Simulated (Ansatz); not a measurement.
Basis-set series for `NP[TeH]`. Charge 0, multiplicity 1. Te: def2 effective core potential. All single points use the PBE0-D4/def2-TZVP geometry. It is one conformer, not always the lowest.

| functional | basis | functions | energy (Eh) | HOMO (eV) | LUMO (eV) |
| --- | --- | --- | --- | --- | --- |
| PBE0-D4 | def2-SVP | 78 | -666.20453 | -6.23 | -0.59 |
| PBE0-D4 | def2-TZVPP | 179 | -666.40928 | -6.35 | -0.80 |
| ωB97M-V | def2-SVP | 78 | -666.29881 | -8.28 | 1.34 |
| ωB97M-V | def2-TZVPP | 179 | -666.50747 | -8.43 | 0.98 |

Problem. Give the rows for def2-QZVPP. (Best estimate.)

Solution. Ansatz gave: 
```json
{"functional": "PBE0-D4", "basis": "def2-QZVPP", "functions": "329", "energy (Eh)": "-666.42577", "HOMO (eV)": "-6.38", "LUMO (eV)": "-0.88"}
{"functional": "ωB97M-V", "basis": "def2-QZVPP", "functions": "329", "energy (Eh)": "-666.52336", "HOMO (eV)": "-8.47", "LUMO (eV)": "0.79"}
```

Positive LUMOs are unbound and depend on the basis.
